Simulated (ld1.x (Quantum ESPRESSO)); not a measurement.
N: one change to a TM potential, before and after

| Item | Value |
| --- | --- |
| Element | N (Z = 7) |
| Generator | ld1.x (Quantum ESPRESSO) 7.5 |
| Type | norm-conserving Troullier–Martins (Kleinman–Bylander form) |
| Functional | PBE |
| Relativity | scalar-relativistic |
| Frozen core | [He] |
| Valence charge | 5 |
| Reference configuration | 2s2 2p2 (charge +1) |
| Partial waves | 2s (bound): rc 0.75 bohr; 2p (bound): rc 1.20 bohr; 3d channel at 0.05 Ry: rc 1.20 bohr |
| Local potential | all-electron potential smoothed inside 0.70 bohr (lloc = -1) |
| Core correction | none |

Change: local potential all-electron potential smoothed inside 1.26 bohr (lloc = -1).

Cutoffs: the cutoffs (Ry, on a coarse ladder) from which the occupation-weighted sum of valence levels, in a spherical-Bessel basis at the reference potential, stays within 10 and 1 mRy of its value at 400 Ry; they do not see the model core or the augmentation charge, which bear on the density cutoff. Errors are all-electron minus pseudo energies relative to the spin-unpolarised reference configuration.

Problem. How do hardness, ghosts and transferability respond?

Solution. The potential gets neither clearly harder nor softer (110 Ry and 230 Ry → 110 Ry and 230 Ry); of the 7 tests that both files solve, the error grows in 0 and shrinks in 3 by more than 15 % and 0.3 meV (median size 35.2 → 33.5 meV); neither file shows a bound ghost. That the errors move this way runs against the usual rule that smaller radii transfer better.

| quantity | base | changed |
| --- | --- | --- |
| cutoff, loose | 110 Ry | 110 Ry |
| cutoff, tight | 230 Ry | 230 Ry |
| bound ghosts | none | none |
| error for 2s2 2p3, meV [ΔE -13.59 eV] | +7.7 | +5.9 |
| error for 2s2 2p1, meV [ΔE 28.85 eV] | +39 | +35 |
| error for 2s2 2p0, meV [ΔE 75.94 eV] | +335 | +320 |
| error for 2s2 2p3.3, meV [ΔE -15.21 eV] | +9.5 | +7.0 |
| error for 2s2 2p2.5, meV [ΔE -8.50 eV] | +3.2 | +2.7 |
| error for 2s1 2p4, meV [ΔE -2.08 eV] | +35 | +34 |
| error for 2s1 2p0, meV [ΔE 153.75 eV] | +654 | +635 |
